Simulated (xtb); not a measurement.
C₄H₁₀Ga (SMILES C[CH2][Ga+][CH2]C), charge +1, singlet, at a GFN2-xTB geometry (such geometries of metal compounds can be far from the true shape); xtb with GFN0-xTB with GBSA(thf).

The xtb input:
```
$ xtb mol.xyz --gfn 0 --chrg 1 --gbsa thf --json

# file mol.xyz
15

Ga    -0.06165786     0.01176005     0.13691187
C      1.66909608    -0.90750982     0.97669008
C      1.78074598    -2.36640149     0.56561244
H      1.56043898    -0.79232305     2.06129048
H      2.51939496    -0.31357011     0.62240419
H      1.87194044    -2.47910199    -0.51618546
H      0.92989129    -2.95379643     0.91461952
H      2.67964241    -2.78814035     1.01681932
C     -1.79398570     0.94519176    -0.68341230
C     -1.45537834     2.29066249    -1.30409025
H     -2.49524523     1.04233967     0.15336149
H     -2.19064808     0.23896438    -1.42173093
H     -0.74454729     2.19248551    -2.12653161
H     -1.05381448     2.98882992    -0.56776613
H     -2.36852758     2.72809334    -1.70934893
```

Output, abridged:

```
   ID    Z sym.   atoms
    1   31 Ga     1
    2    6 C      2, 3, 9, 10
    3    1 H      4-8, 11-15

           -------------------------------------------------
          |                Calculation Setup                |
           -------------------------------------------------

           -------------------------------------------------
          |                 G F N 0 - x T B                 |
           -------------------------------------------------

      * Solvation model:               GBSA
        Solvent                        thf
        Parameter file                 internal GFN2-xTB/GBSA
        Dielectric constant                7.6000E+00
        Reference state                gsolv [1 M gas/solution]
        Free energy shift                  3.3994E-03 Eh       2.1331E+00 kcal/mol
        Temperature                        2.9815E+02 K
        Density                            8.8300E-01 kg/L
        Solvent mass                       7.2106E+01 g/mol
        Interaction kernel             Still
        Born radius scaling (c1)           1.5128E+00
        Born radii integrator          GBOBC
        Born offset                        6.0704E-04 a0       1.1471E-03 AA
        H-bond correction              true
        Ion screening                  false
        Surface tension                    1.0000E-05 Eh       1.5569E+01 dyn/cm
        Grid points                               230 per atom

          ...................................................
          :                      SETUP                      :
          :.................................................:
          :  # basis functions                  46          :
          :  # atomic orbitals                  45          :
          :  # shells                           31          :
          :  # electrons                        28          :
          :  electronic temp.          300.0000000     K    :
          :  accuracy                    1.0000000          :
          :  -> integral cutoff          0.2500000E+02      :
          :  -> integral neglect         0.1000000E-07      :
          ...................................................

         :::::::::::::::::::::::::::::::::::::::::::::::::::::
         ::                     SUMMARY                     ::
         :::::::::::::::::::::::::::::::::::::::::::::::::::::
         :: total energy             -13.597330781889 Eh    ::
         :: total w/o Gsasa/hb       -13.588683490071 Eh    ::
         :: gradient norm              0.028979683521 Eh/a0 ::
         :: HOMO-LUMO gap              2.154897596809 eV    ::
         ::.................................................::
         :: H0 energy                -14.999361599641 Eh    ::
         :: repulsion energy           0.215265831911 Eh    ::
         :: electrostat energy         1.189499297808 Eh    ::
         :: -> Gsolv                   0.000000000000 Eh    ::
         ::    -> Gsasa               -0.012046656875 Eh    ::
         ::    -> Gshift               0.003399365057 Eh    ::
         :: dispersion energy         -0.002734311968 Eh    ::
         :: short-range corr.          0.000000000000 Eh    ::
         :: add. restraining           0.000000000000 Eh    ::
         :: total charge               1.000000000000 e     ::
         :::::::::::::::::::::::::::::::::::::::::::::::::::::

           -------------------------------------------------
          |                Property Printout                |
           -------------------------------------------------

    * Orbital Energies and Occupations

         #    Occupation            Energy/Eh            Energy/eV
      -------------------------------------------------------------
         1        2.0000           -0.6309296             -17.1685
         2        2.0000           -0.6298147             -17.1381
         3        2.0000           -0.6019530             -16.3800
         4        2.0000           -0.6014652             -16.3667
         5        2.0000           -0.5520253             -15.0214
         6        2.0000           -0.5519595             -15.0196
         7        2.0000           -0.5332235             -14.5098
         8        2.0000           -0.5325854             -14.4924
         9        2.0000           -0.5066153             -13.7857
        10        2.0000           -0.5062952             -13.7770
        11        2.0000           -0.5009777             -13.6323
        12        2.0000           -0.5007998             -13.6275
        13        2.0000           -0.4509900             -12.2721
        14        2.0000           -0.4000466             -10.8858 (HOMO)
        15                         -0.3208555              -8.7309 (LUMO)
        16                         -0.1885088              -5.1296
        17                         -0.1785292              -4.8580
        18                         -0.1577184              -4.2917
        19                         -0.1370654              -3.7297
        20                         -0.1264576              -3.4411
        21                         -0.1197174              -3.2577
        22                         -0.1026061              -2.7921
        23                         -0.0937892              -2.5521
        24                         -0.0914690              -2.4890
        25                         -0.0851288              -2.3165
       ...                                ...                  ...
        45                          1.1524837              31.3607
      -------------------------------------------------------------
                  HL-Gap            0.0791910 Eh            2.1549 eV
             Fermi-level            0.0000000 Eh            0.0000 eV

     #   Z          covCN         q      C6AA      α(0)
     1  31 Ga       1.661     0.578   242.436    34.256
     2   6 C        3.645    -0.353    31.727     8.184
     3   6 C        3.758    -0.550    37.579     8.845
     4   1 H        0.924     0.195     1.127     1.660
     5   1 H        0.924     0.195     1.123     1.657
     6   1 H        0.924     0.235     0.938     1.515
     7   1 H        0.924     0.235     0.938     1.514
     8   1 H        0.924     0.255     0.858     1.449
     9   6 C        3.645    -0.354    31.737     8.185
    10   6 C        3.758    -0.549    37.551     8.842
    11   1 H        0.924     0.195     1.126     1.659
    12   1 H        0.924     0.195     1.122     1.657
    13   1 H        0.924     0.234     0.940     1.516
    14   1 H        0.924     0.234     0.940     1.516
    15   1 H        0.924     0.255     0.858     1.449

 Mol. C6AA /au·bohr⁶  :       2348.246118
 Mol. C8AA /au·bohr⁸  :     103396.004720
 Mol. α(0) /au        :         83.903897

Wiberg/Mayer (AO) data.
largest (>0.10) Wiberg bond orders for each atom

 ---------------------------------------------------------------------------
     #   Z sym  total        # sym  WBO       # sym  WBO       # sym  WBO
 ---------------------------------------------------------------------------
     1  31 Ga   1.700 --     2 C    0.740     9 C    0.739
     2   6 C    3.913 --     3 C    1.033     5 H    0.954     4 H    0.954
                             1 Ga   0.740     9 C    0.228
     3   6 C    3.977 --     2 C    1.033     7 H    0.973     6 H    0.973
                             8 H    0.972
     4   1 H    0.988 --     2 C    0.954
     5   1 H    0.988 --     2 C    0.954
     6   1 H    0.983 --     3 C    0.973
     7   1 H    0.983 --     3 C    0.973
     8   1 H    0.981 --     3 C    0.972
     9   6 C    3.913 --    10 C    1.033    12 H    0.955    11 H    0.954
                             1 Ga   0.739     2 C    0.228
    10   6 C    3.977 --     9 C    1.033    14 H    0.973    13 H    0.973
                            15 H    0.972
    11   1 H    0.988 --     9 C    0.954
    12   1 H    0.988 --     9 C    0.955
    13   1 H    0.983 --    10 C    0.973
    14   1 H    0.983 --    10 C    0.973
    15   1 H    0.981 --    10 C    0.972
 ---------------------------------------------------------------------------

Topologies differ in total number of bonds
Writing topology from bond orders to xtbtopo.mol

 dipole moment from electron density (au)
     X       Y       Z
  -0.0979   0.0147   0.2138  total (Debye):    0.599

           -------------------------------------------------
          | TOTAL ENERGY              -13.597330781889 Eh   |
          | GRADIENT NORM               0.028979683521 Eh/α |
          | HOMO-LUMO GAP               2.154897596809 eV   |
           -------------------------------------------------

normal termination of xtb
```
